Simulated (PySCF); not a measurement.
WO2FCl, SMILES [Cl][W](=[O])(=[O])[F], multiplicity 1.

Geometry optimised at B3LYP-D3(BJ)/def2-SVP. The multiplicity is an assumed one; no other spin state was optimised. The structure was generated by enumeration; whether it is a known compound was not checked. The def2 effective core potentials stand for the cores of W; spin–orbit coupling is left out.

The numbers are results of PBE/def2-TZVP run with PySCF, not measurements.

Isolated molecule, no solvent.

```yaml
total_energy: -777.57587 hartree
point_group: Cs
highest_occupied_level: -8.15 eV
lowest_empty_level: -3.81 eV
orbital_gap: 4.34 eV
dipole_moment: 1.72 D
quadrupole, principal values (traceless, Buckingham form, about the centre of nuclear charge): -1.77, -1.01, 2.79 D·Å
mean_static_polarisability: 53.8 bohr³ (7.98 Å³)
polarisability_principal_values: 46.3, 51.4, 63.8 bohr³
```
